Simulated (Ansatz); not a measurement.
The molecule TiS, multiplicity 3 (the spin of the measured ground state). No spin–orbit coupling. Ti is treated without relativity. The T1 diagnostic near the minimum is 0.066, so single-reference values are doubtful.

D_e counts from the fitted minimum to each atom's lowest state at the same level, without counterpoise. The lowest state of Ti differs between levels (2S+1 = 3, 5).

Run with Ansatz (Gaussian orbitals). Values without a source in brackets are computed.

```tsv
level	bond energy D_e (kJ/mol)
SVWN5/def2-TZVPP	619.9
PBE/def2-TZVPP	536.7
r2SCAN/def2-TZVPP	494.9
B97M-V/def2-TZVPP	491.0
B3LYP/def2-TZVPP	460.4
PBE0/def2-TZVPP	474.2
BHLYP/def2-TZVPP	363.3
CAM-B3LYP/def2-TZVPP	___
wB97X-V/def2-TZVPP	___
```

**Question.** Fill in the missing entries.

**Answer.** 
- CAM-B3LYP/def2-TZVPP, bond energy D_e (kJ/mol): 434.5
- wB97X-V/def2-TZVPP, bond energy D_e (kJ/mol): 448.8

Ansatz is an electronic-structure program.
